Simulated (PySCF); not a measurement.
**Adding and removing an electron: BTe**

ROHF-CCSD(T); B def2-SVPD, Te def2-SVPD with ECP28; scalar-relativistic core potentials (PySCF 2.14). Neutral (ROHF): doublet (σ ↑), Re = 1.977 Å, ωe = 808 cm⁻¹, De = 3.62 eV.

BTe⁻ (RHF): singlet (closed shell), Re = 2.088 Å, ωe = 657 cm⁻¹. The energies at the minima are -291.78815 hartree for BTe and -291.86611 for BTe⁻.

(1) Work out the adiabatic electron affinity, without and with harmonic zero-point energies (1 hartree = 27.2114 eV, 1 eV = 8065.5 cm⁻¹), and the change of the bond length.

Correlated steps freeze 5 core orbitals. Correlated levels converge slowly with the basis: in double zeta they bind strong bonds too weakly, by up to about 1 eV, and carry superposition errors of some tenths. These are scalar-relativistic numbers at best; spin–orbit coupling would shift them, the dissociation energy most. The CCSD T1 diagnostic is raised in BTe⁻, a sign that a single reference may not be enough there. States were picked by a PBE0 search and need not be the measured ground states.

## Answers

(1) At CCSD(T): 0.07796 hartree = 2.121 eV between the minima; the zero-point term (808.0 − 657.0)/2 cm⁻¹ = +0.009 eV makes it 2.131 eV. Re changes by +11.1 pm against the neutral. The electron enters a σ orbital, and the longer bond of the ion fits an antibonding orbital, or a change in how ionic the bond is.
